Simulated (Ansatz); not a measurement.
Reactions of F2H6N2OSi2, SMILES `N[SiH](O)[Si](N)(F)F`.

Computed with Ansatz on PBE0-D4/def2-TZVP structures; ΔE is electronic, products minus reactants. CBS: MP2 limit from def2 TZ/QZ plus the TZ coupled-cluster correction, frozen cores. This one scheme is used for every species. For Ge outer-core shells are correlated without core-valence functions, which leaves a few kJ/mol of doubt a bond. Scalar relativity is left out up to krypton. One conformer a species, not always the lowest.

(1) Order these by ΔE at CCSD(T)/CBS, lowest first. (Estimate.)
A. `N[SiH](O)[Si](N)(F)F` + CH₃SH → `N[SiH](F)F` + `CS[SiH](N)O`
B. `N[SiH](O)[Si](N)(F)F` + `C=N[SiH2]N` → `C=N[SiH](N)O` + `N[SiH2][Si](N)(F)F`
C. `N[SiH](O)[Si](N)(F)F` + CH₄ → `C[SiH](N)O` + `N[SiH](F)F`
D. `N[SiH](O)[Si](N)(F)F` → `N[SiH2]O[Si](N)(F)F`
E. `N[SiH](O)[Si](N)(F)F` + `[NH2][GeH2][SiH](N)O` → `N[Si@H](O)[Si@H](N)O` + `[NH2][GeH2][Si](N)(F)F`

Largest T1 diagnostic: 0.012, for `C=N[SiH](N)O`.

Answers

(1) D (-1.64 eV), A (-0.91 eV), C (-0.20 eV), B (-0.09 eV), E (+0.08 eV).
